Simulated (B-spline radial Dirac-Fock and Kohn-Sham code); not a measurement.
**K-line shifts caused by a second vacancy in Co⁷⁺**

System: Co⁷⁺ in the configuration 1s2 2s2 2p6 3s2 3p6 3d2.

The computed values come from a radial finite-basis atomic code: Dirac-Fock ΔSCF + Breit + QED. Each two-hole energy is an average over J within one jj subconfiguration, not an observable level; in light atoms, where LS coupling holds, the j-resolved values are not observed lines, and for a K spectator the Kα1 hypersatellite is nearly forbidden. Electron correlation is not included.

Lines without a spectator: Kα2 (K-L2) 6910.6 eV, Kα1 (K-L3) 6925.1 eV, Kβ3 (K-M2) 7667.4 eV, Kβ1 (K-M3) 7669.6 eV. Shifts in eV with one spectator hole (a dash: not computed, or left out as unreliable):

```
spectator hole     Kα2     Kα1     Kβ3     Kβ1
        K (1s)  +284.2  +286.6  +359.3  +359.7
    L2 (2p1/2)  +26.72   +32.7       –   +78.4
    L3 (2p3/2)   +30.4  +29.14   +75.8       –
    M2 (3p1/2)       –   +3.09   +9.76  +11.60
    M3 (3p3/2)   +2.83       –  +11.14  +10.66
```

With n spectator holes in 2p, averaged over the 2p shell (energies in eV):

```
n    KαLⁿ   step  hypersatellite KαʰLⁿ
0  6920.3      –                7206.1
1  6950.6  +30.3                7237.7
2  6982.1  +31.6                7270.6
3  7015.1  +32.9                7304.9
4  7049.3  +34.2                7340.4
5  7084.9  +35.6                7377.3
```

Run: 14 s of CPU time on 1 thread of Neoverse-V2 (shared host), peak memory 0.36 GiB.
